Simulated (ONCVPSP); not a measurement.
**What the settings do to the ONCV potential of Dy**

Base potential:

ONCVPSP 4.0.1 input, shortened (lines: element, Z, core and valence counts, functional; n l f; lmax; l rc ep ncon nbas qcut; lloc lpopt rc5 dvloc0; l nproj debl; icmod fcfact rcfact), LDA (Perdew-Wang 92), scalar-relativistic:

```
  Dy 66.00   12    3  -001012      upf
    1    0    2.00
    2    0    2.00
    2    1    6.00
    3    0    2.00
    3    1    6.00
    3    2   10.00
    4    0    2.00
    4    1    6.00
    4    2   10.00
    4    3    9.00
    5    0    2.00
    5    1    6.00
    5    2    1.00
    6    0    1.75
    6    1    0.25
    2
    0    3.55    0.00    3    7    1.70
    1    3.35    0.00    5   10    2.60
    2    2.10    0.00    4    9    5.10
    4    5    1.40   -1.00
    0    2    2.80
    1    3    2.90
    2    3    3.40
    1    0.65    0.00
```

Cutoffs, loose and tight: the cutoffs (Ha) at which the residual kinetic energy of the hardest occupied pseudo-wave falls to 1 and 0.1 mHa per electron. They do not see the model core or the augmentation charge, which bear on the density cutoff. Test errors are all-electron minus pseudo excitation energies from the reference, over the configurations 5d1 6s2 6p0; 5d1 6s1 6p0; 5d1 6s0 6p0; 5d0 6s2 6p1. A dash means not determined; rows that change the core or the reference have their own tests. The largest error is taken over the tests solved by every variant that gives reliable tests at all: 5d1 6s0 6p0; 5d1 6s1 6p0; 5d1 6s2 6p0.

For the base: The cutoffs count occupied waves only; projector 3 of the p channel, the hardest unoccupied one, needs 45 Ha at the loose tolerance.

A true bound ghost makes a file unfit for plane-wave use even where its test errors are small: the radial tests pick states by their node count and pass the ghost by.

```tsv
change	outcome	cutoff, loose	cutoff, tight	bound ghosts	GHOST(+) flags above zero	largest test error (meV)
base	generated	9.0 Ha	16 Ha	s	s, p	-90
d: qcut 3.4	generated	23 Ha	65 Ha	s	s, p, d	-91
d: qcut 4.2	generated	8.7 Ha	24 Ha	s	s, p	-90
d: qcut 4.8	generated	8.8 Ha	16 Ha	s	s, p	-90
d: qcut 5.8	generated	9.3 Ha	16 Ha	s	s, p	-90
d: qcut 6.7	generated	9.3 Ha	16 Ha	s	s, p	-90
d: qcut 7.4	generated	9.1 Ha	16 Ha	s	s, p	-90
```

Reading the sweep of the qcut of the d channel (base included, trends over the rows without a ghost): Bound ghosts are found at 3.4, 4.2, 4.8, 5.1, 5.8, 6.7, 7.4 1/bohr. Every judged row has one, so this setting neither creates nor removes them.
